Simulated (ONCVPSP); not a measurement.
## Reading a pseudo-wave (Co (Z = 27))

Columns: radius, all-electron u(r) and pseudo u(r) of the 3p shell (level -84.63 eV) of cobalt in the configuration [Ne] 3s2 3p6 3d7; Wu-Cohen, scalar-relativistic, ONCV scheme, ONCVPSP 4.0.1.

```csv
r (bohr),all-electron,pseudo
0.062,-0.3703,0.0278
0.125,-0.6209,0.1097
0.188,-0.5122,0.2367
0.250,-0.2014,0.3924
0.312,0.1677,0.5630
0.375,0.5144,0.7347
0.438,0.7925,0.8897
0.500,0.9887,1.0141
0.562,1.1130,1.1038
0.625,1.1769,1.1567
0.688,1.1916,1.1728
0.750,1.1707,1.1575
0.812,1.1255,1.1179
0.875,1.0633,1.0596
0.938,0.9914,0.9900
1.000,0.9162,0.9157
1.062,0.8400,0.8399
1.125,0.7640,0.7639
1.188,0.6911,0.6910
1.250,0.6232,0.6231
1.312,0.5599,0.5598
1.375,0.5005,0.5005
1.438,0.4462,0.4461
1.500,0.3974,0.3973
1.562,0.3532,0.3531
1.625,0.3127,0.3126
```

Task: How many radial nodes do the two functions have?

Result: The all-electron 3p function has n − l − 1 = 1; the pseudo-wave has 0, since the states of the same l below it are removed with the core.

Task: At about which radius was the pseudo-wave matched?

Result: 1.15 bohr. The columns agree to 0.0005 from 1.06 bohr on; several derivatives are matched, so the curves merge somewhat inside the radius.

Task: Is the pseudo-wave norm-conserving?

Result: Yes: the ONCV scheme keeps the norm inside the radius equal to the all-electron one, which fixes the energy derivative of the logarithmic derivative at the level.
